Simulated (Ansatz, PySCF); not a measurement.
Species: sulfur difluoride, SF₂, charge 0, multiplicity 1. 
Structure (B3LYP-D3(BJ)/def2-TZVP (Ansatz, an electronic-structure program) minimum search):
```xyz
3

F     -1.2130    -0.5047     0.0161
S     -0.0057     0.5532     0.0075
F      1.2232    -0.4788    -0.0294
```
Charge 0, spin multiplicity 1.

Quantity: atomisation energy (electronic, to ground-state atoms), in kcal/mol. Cores are frozen in the correlated levels unless marked. UHF or UKS for open shells. Spin-orbit coupling is left out. No relativistic terms. The coupled-cluster limit lacks core correlation, which all-electron functionals hold. Basis-set limits of correlation are two-point, X^-3; Hartree-Fock from the larger set.

```csv
level,program,atomisation energy (kcal/mol)
BP86/def2-TZVPD,PySCF,190.1
PBE0-D4/def2-TZVPD,Ansatz + dftd4,173.5
```

Task: Predict the CCSD(T)/CBS(cc-pV(T+d)Z,cc-pV(Q+d)Z) result (Ansatz).

Result: 175.5 kcal/mol, so PBE0-D4/def2-TZVPD differs from it by -2.0 kcal/mol.
